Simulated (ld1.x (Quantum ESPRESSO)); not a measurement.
# A failed generation for Pb

Input:

```
&input
   title='Pb', zed=82., rel=2, dft='PBE', iswitch=3,
   config='[Xe] 4f14 5d10 6s2 6p2', rel_dist='average',
   nld=3, rlderiv=2.35, eminld=-3.0, emaxld=5.0, deld=0.02
 /
 &inputp
   pseudotype=2, tm=.false., lloc=0,
   nlcc=.true.,
   file_pseudopw='Pb.UPF', file_wfcaegen='ae.wfc', file_wfcncgen='nc.wfc', file_beta='beta', file_chi='chi'
 /
2
6P  2  1   2.00   0.00  2.18  2.18  0.0
6S  1  0   2.00   0.00  1.60  1.60  0.0
 &test
   configts(1)='6s2 6p2'
 /
```

```bash
ld1.x < Pb.in > Pb.out
```

End of the output:

```

      Computing core charge for nlcc:

       r > 1.90 : true rho core
       r < 1.90 : rho core = a sin(br)/r    a=   3.71  b=   1.41

      Integrated core pseudo-charge :   6.62

     Fully relativistic calculation: |psi|^2

     Wfc 6P LC norm =  0.99994432 SC norm =  0.00005545 missing  0.00000023

     Wfc 6P LC norm =  0.99996064 SC norm =  0.00003406 missing  0.00000530

      Wfc   6P  rcut= 2.156  Estimated cut-off energy=       36.98 Ry
     l=   1 Node at 0.46337471
      This function has    1 nodes for 0 < r <    2.156

 %%%%%%%%%%%%%%%%%%%%%%%%%%%%%%%%%%%%%%%%%%%%%%%%%%%%%%%%%%%%%%%%%%%%%%%%%%%%%%
     Error in routine compute_phi (1):
     phi has nodes before r_c
 %%%%%%%%%%%%%%%%%%%%%%%%%%%%%%%%%%%%%%%%%%%%%%%%%%%%%%%%%%%%%%%%%%%%%%%%%%%%%%

     stopping ...
```

Question: Why did it fail, and what change makes it run?

Answer: The run stopped because the RRKJ expansion in Bessel functions gave a pseudo-wave with a node inside its radius. A run that differs only in the following succeeds: wave 6p (bound): rc 2.18 bohr becomes 6p (bound): rc 2.00 bohr. The answer isn't unique; the calculation gave this one.
